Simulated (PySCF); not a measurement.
Computed properties of Si(H)3(SMe) (CH6SSi), SMILES CS[SiH3]

Si(H)3(SMe) (CH6SSi), SMILES CS[SiH3]. Geometry optimised at B3LYP-D3(BJ)/def2-SVP. Other conformers were not sampled. All values are computed for the isolated molecule unless a solvent is named; none is compared with measurement here.

**Structure.** The optimised structure has Cs symmetry. All 21 harmonic modes at B3LYP-D3(BJ)/def2-SVP (PySCF) are real, so it is a minimum. With heavy atoms numbered as in [SiH3:1][S:2][CH3:3], the shortest bond between them is S2–C3 at 1.839 Å and the longest Si1–S2 at 2.150 Å.

**Vibrations.** The strongest infrared lines (harmonic, unscaled, degenerate partners summed) lie at 925 cm⁻¹ (257 km/mol, H 92 %), 2205 cm⁻¹ (128 km/mol, H 96 %), 2245 cm⁻¹ (95 km/mol, H 96 %). The softest mode is at 122 cm⁻¹ and the zero-point energy is 39.9 kcal/mol.

**Electronic structure.** PBE0/def2-TZVPD (PySCF) places the frontier levels at -6.97 and -0.18 eV, a gap of 6.79 eV, and gives a dipole moment of 1.46 D and a mean polarisability of 64.9 bohr³.

**Excitations.** TDDFT-M06-2X/def2-SVPD (PySCF) has S1 at 5.48 eV (226 nm, f = 0.005, weak); the most intense of the 10 singlets computed lies at 7.84 eV (f = 0.17). T1 (TDA) is at 5.22 eV. No vertical singlet excitation falls in the visible range (under 3.1 eV).

**NMR.** GIAO shifts at HF/pcSseg-1 (PySCF) (non-relativistic, atoms alike by connectivity averaged): ¹³C at 15.8 ppm against TMS; ¹H from 2.2 to 4.5 ppm against TMS; ²⁹Si at -44.0 ppm against TMS.
